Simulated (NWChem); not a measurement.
All runs are NWChem calculations. System: H5AlGe, charge 0, spin multiplicity 1, at a geometry optimised with B3LYP/def2-SVP. The structure started from a generated list of species. Level: r2SCAN/def2-TZVP.

The NWChem input:

```
start mol
memory heap 200 mb stack 800 mb global 1000 mb
geometry units angstroms nocenter noautoz noautosym
  Al    -1.696876    -0.112101    -0.391797
  Ge     0.723196     0.045242     0.166169
  H      1.555298    -1.171220    -0.301718
  H      1.369647     1.298396    -0.476297
  H      0.954053     0.185084     1.691355
  H     -2.692741     1.020436     0.107821
  H     -2.269148    -1.323129    -1.245201
end
basis spherical
  * library def2-tzvp
end
dft
  xc r2scan
  semidirect memsize 60000000 filesize 0
  iterations 100
  grid fine
end
task dft energy
```

NWChem printed:

```
             Northwest Computational Chemistry Package (NWChem) 7.3.0
             --------------------------------------------------------

                                NWChem Input Module
                                -------------------

 Scaling coordinates for geometry "geometry" by  1.889725989
 (inverse scale =  0.529177249)

                             Geometry "geometry" -> ""
                             -------------------------

 Output coordinates in angstroms (scale by  1.889725989 to convert to a.u.)

  No.       Tag          Charge          X              Y              Z
 ---- ---------------- ---------- -------------- -------------- --------------
    1 Al                  13.0000    -1.69687600    -0.11210100    -0.39179700
    2 Ge                  32.0000     0.72319600     0.04524200     0.16616900
    3 H                    1.0000     1.55529800    -1.17122000    -0.30171800
    4 H                    1.0000     1.36964700     1.29839600    -0.47629700
    5 H                    1.0000     0.95405300     0.18508400     1.69135500
    6 H                    1.0000    -2.69274100     1.02043600     0.10782100
    7 H                    1.0000    -2.26914800    -1.32312900    -1.24520100

 Effective nuclear repulsion energy (a.u.)     147.0785551082

            Nuclear Dipole moment (a.u.)
            ----------------------------
        X                 Y               Z
 ---------------- ---------------- ----------------
    -0.0000132281    -0.0000037795     0.0000132281


 Summary of "ao basis" -> "" (spherical)
 ------------------------------------------------------------------------------
       Tag                 Description            Shells   Functions and Types
 ---------------- ------------------------------  ------  ---------------------
 *                         def2-tzvp                  on all atoms

                                 NWChem DFT Module
                                 -----------------

 Summary of "ao basis" -> "ao basis" (spherical)
 ------------------------------------------------------------------------------
       Tag                 Description            Shells   Functions and Types
 ---------------- ------------------------------  ------  ---------------------
 Al                        def2-tzvp                13       37   5s5p2d1f
 Ge                        def2-tzvp                16       48   6s5p4d1f
 H                         def2-tzvp                 4        6   3s1p

 Summary of "ao basis" -> "ao basis" (spherical)
 ------------------------------------------------------------------------------
       Tag                 Description            Shells   Functions and Types
 ---------------- ------------------------------  ------  ---------------------
 Al                        def2-tzvp                13       37   5s5p2d1f
 Ge                        def2-tzvp                16       48   6s5p4d1f
 H                         def2-tzvp                 4        6   3s1p

            General Information
            -------------------
          SCF calculation type: DFT
          Wavefunction type:  closed shell.
          No. of atoms     :     7
          No. of electrons :    50
           Alpha electrons :    25
            Beta electrons :    25
          Charge           :     0
          Spin multiplicity:     1
          Use of symmetry is: off; symmetry adaption is: off
          Maximum number of iterations: 100
          AO basis - number of functions:   115
                     number of shells:    49
          Convergence on energy requested:  1.00D-06
          Convergence on density requested:  1.00D-05
          Convergence on gradient requested:  5.00D-04

              XC Information
              --------------
                      r^2SCAN Method XC Functional
               r^2SCAN metaGGA Exchange Functional  1.000
                     r^2SCAN Correlation Potential  1.000

             Grid Information
             ----------------
          Grid used for XC integration:  fine
          Radial quadrature: Mura-Knowles
          Angular quadrature: Lebedev.
          Tag              B.-S. Rad. Rad. Pts. Rad. Cut. Ang. Pts.
          ---              ---------- --------- --------- ---------
          Al                  1.25      123          11.0       770
          Ge                  1.25      140          11.0       974
          H                   0.35       60          12.0       590
          Grid pruning is: on
          Number of quadrature shells:   563
          Spatial weights used:  Erf1

          Convergence Information
          -----------------------
          Convergence aids based upon iterative change in
          total energy or number of iterations.
          Levelshifting, if invoked, occurs when the
          HOMO/LUMO gap drops below (HL_TOL):  1.00D-02
          DIIS, if invoked, will attempt to extrapolate
          using up to (NFOCK): 10 stored Fock matrices.

                    Damping( 0%)  Levelshifting(0.5)       DIIS
                  --------------- ------------------- ---------------
          dE  on:    start            ASAP                start
          dE off:    2 iters        100 iters           100 iters

      Screening Tolerance Information
      -------------------------------
          Density screening/tol_rho:  1.00D-10
          AO Gaussian exp screening on grid/accAOfunc:  14
          CD Gaussian exp screening on grid/accCDfunc:  20
          XC Gaussian exp screening on grid/accXCfunc:  20
          Schwarz screening/accCoul:  1.00D-08

      Superposition of Atomic Density Guess
      -------------------------------------

 Sum of atomic energies:       -2319.67993223

      Non-variational initial energy
      ------------------------------

 Total energy =   -2320.071849
 1-e energy   =   -3527.145524
 2-e energy   =    1059.995120
 HOMO         =      -0.279673
 LUMO         =      -0.032879

------------------------------------------------------------
EAF file 0: "./mol.aoints.0" size=524288 bytes
------------------------------------------------------------
               write      read    awrite     aread      wait
               -----      ----    ------     -----      ----
     calls:        1         0         0         0         0
   data(b): 5.24e+05  0.00e+00  0.00e+00  0.00e+00
   time(s): 0.00e+00  0.00e+00  0.00e+00  0.00e+00  0.00e+00
rate(mb/s): 0.00e+00  0.00e+00
------------------------------------------------------------

   convergence    iter        energy       DeltaE   RMS-Dens  Diis-err    time
 ---------------- ----- ----------------- --------- --------- ---------  ------
 d= 0,ls=0.0,diis     1  -2322.3443325409 -2.47D+03  7.88D-03  6.46D-01     8.5
 d= 0,ls=0.0,diis     2  -2322.3699540435 -2.56D-02  2.21D-03  4.81D-02    10.5
 d= 0,ls=0.0,diis     3  -2322.3724857445 -2.53D-03  8.15D-04  2.40D-02    12.6
 d= 0,ls=0.0,diis     4  -2322.3748539233 -2.37D-03  9.94D-05  1.24D-04    14.7
 d= 0,ls=0.0,diis     5  -2322.3748734043 -1.95D-05  3.15D-05  1.89D-05    16.8
  Resetting Diis
 d= 0,ls=0.0,diis     6  -2322.3748756183 -2.21D-06  7.12D-06  1.67D-06    19.0
 d= 0,ls=0.0,diis     7  -2322.3748757894 -1.71D-07  3.26D-06  2.76D-08    21.4

         Total DFT energy =    -2322.374875789374
      One electron energy =    -3528.666820420276
           Coulomb energy =     1158.705321201525
    Exchange-Corr. energy =      -99.491931678873
 Nuclear repulsion energy =      147.078555108249

 Numeric. integr. density =       50.000000230629

     Total iterative time =     19.2s

                       DFT Final Molecular Orbital Analysis
                       ------------------------------------

 Vector   23  Occ=2.000000D+00  E=-3.136597D-01
              MO Center=  9.8D-01,  5.1D-01,  3.9D-01, r^2= 2.4D+00
   Bfn.  Coefficient  Atom+Function         Bfn.  Coefficient  Atom+Function
  ----- ------------  ---------------      ----- ------------  ---------------
    55      0.283175  2 Ge pz                93     -0.243113  4 H  s
    99      0.225592  5 H  s                 58      0.178766  2 Ge pz
    54     -0.169369  2 Ge py                92     -0.141380  4 H  s
    49     -0.137762  2 Ge pz                98      0.131248  5 H  s
    94     -0.129377  4 H  s                100      0.119216  5 H  s

 Vector   24  Occ=2.000000D+00  E=-2.825360D-01
              MO Center= -2.0D+00, -1.6D-01, -4.7D-01, r^2= 3.6D+00
   Bfn.  Coefficient  Atom+Function         Bfn.  Coefficient  Atom+Function
  ----- ------------  ---------------      ----- ------------  ---------------
    16      0.255868  1 Al py               105      0.228075  6 H  s
   111     -0.226752  7 H  s                106      0.169317  6 H  s
   112     -0.169552  7 H  s                 17      0.147707  1 Al pz
   104      0.135785  6 H  s                110     -0.135176  7 H  s
    19      0.087266  1 Al py                87      0.083996  3 H  s

 Vector   25  Occ=2.000000D+00  E=-2.504068D-01
              MO Center= -4.1D-01, -2.4D-02, -9.3D-02, r^2= 3.8D+00
   Bfn.  Coefficient  Atom+Function         Bfn.  Coefficient  Atom+Function
  ----- ------------  ---------------      ----- ------------  ---------------
    53     -0.329578  2 Ge px                15      0.299837  1 Al px
    56     -0.253887  2 Ge px                47      0.154592  2 Ge px
    43      0.152575  2 Ge s                105     -0.110850  6 H  s
   111     -0.108729  7 H  s                  4      0.098730  1 Al s
    42      0.099056  2 Ge s                 93     -0.095687  4 H  s

 Vector   26  Occ=0.000000D+00  E=-9.459409D-02
              MO Center= -1.4D+00, -9.2D-02, -3.2D-01, r^2= 4.1D+00
   Bfn.  Coefficient  Atom+Function         Bfn.  Coefficient  Atom+Function
  ----- ------------  ---------------      ----- ------------  ---------------
    20      0.440229  1 Al pz                17      0.407212  1 Al pz
    19     -0.269207  1 Al py                16     -0.249432  1 Al py
    94      0.180557  4 H  s                100     -0.165503  5 H  s
    58      0.113632  2 Ge pz                 8     -0.092549  1 Al pz
    18     -0.084300  1 Al px                93      0.080660  4 H  s

 Vector   27  Occ=0.000000D+00  E=-5.580701D-03
              MO Center= -4.6D-01, -9.7D-02, -1.6D-01, r^2= 6.1D+00
   Bfn.  Coefficient  Atom+Function         Bfn.  Coefficient  Atom+Function
  ----- ------------  ---------------      ----- ------------  ---------------
    43      1.355729  2 Ge s                  5     -1.195849  1 Al s
    18     -0.558882  1 Al px               112      0.480507  7 H  s
   100     -0.472710  5 H  s                 56     -0.458093  2 Ge px
    94     -0.449191  4 H  s                 42      0.312217  2 Ge s
     4     -0.292679  1 Al s                 57      0.232244  2 Ge py

 Vector   28  Occ=0.000000D+00  E=-1.437132D-03
              MO Center= -2.3D-01,  1.2D-01,  1.1D-02, r^2= 5.0D+00
   Bfn.  Coefficient  Atom+Function         Bfn.  Coefficient  Atom+Function
  ----- ------------  ---------------      ----- ------------  ---------------
    88     -0.758078  3 H  s                 43      0.697382  2 Ge s
    57     -0.530349  2 Ge py                 5     -0.479767  1 Al s
   106      0.448440  6 H  s                 19     -0.398834  1 Al py
    58     -0.340113  2 Ge pz                20     -0.288262  1 Al pz
    18     -0.241094  1 Al px               112     -0.229921  7 H  s

 center of mass
 --------------
 x =   0.11744646 y =   0.00587486 z =   0.02651418

 moments of inertia (a.u.)
 ------------------
          61.990462828392         -28.288567536269        -106.346650511491
         -28.288567536269         516.468169056296         -12.698260082819
        -106.346650511491         -12.698260082819         500.324420532206

     Multipole analysis of the density
     ---------------------------------

     L   x y z        total         alpha         beta         nuclear
     -   - - -        -----         -----         ----         -------
     0   0 0 0     -0.000000    -25.000000    -25.000000     50.000000

     1   1 0 0     -0.166559     -0.083273     -0.083273     -0.000013
     1   0 1 0     -0.027038     -0.013517     -0.013517     -0.000004
     1   0 0 1     -0.043082     -0.021548     -0.021548      0.000013

     2   2 0 0    -28.227217   -142.267381   -142.267381    256.307546
     2   1 1 0      0.378592     -6.788235     -6.788235     13.955062
     2   1 0 1     -0.754831    -28.080953    -28.080953     55.407076
     2   0 2 0    -26.594255    -24.211496    -24.211496     21.828736
     2   0 1 1     -2.026735     -5.686330     -5.686330      9.345925
     2   0 0 2    -24.553068    -25.882070    -25.882070     27.211071

 Task  times  cpu:       21.4s     wall:       21.4s

 Total times  cpu:       21.4s     wall:       21.4s
```
